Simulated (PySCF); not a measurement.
Vertical excitations of a molecule C3H12Si2 from TDA-PBE/def2-SVPD (PySCF), as energy in eV (oscillator strength): 6.79 (0.003), 7.09 (0.001), 7.33 (0.013), 7.38 (0.026), 7.48 (0.020), 7.60 (0.040). Lowest triplet (TDA): 6.59 eV. Geometry: ωB97X-D3(BJ)/def2-SVP. The values are those of a single conformer.

Problem. Which structure fits?
(A) CCC([SiH3])[SiH3]
(B) C[Si](C)(C)[SiH3]
(C) [SiH3]CCC[SiH3]
(D) CC(C)([SiH3])[SiH3]

Solution. C, [SiH3]CCC[SiH3]
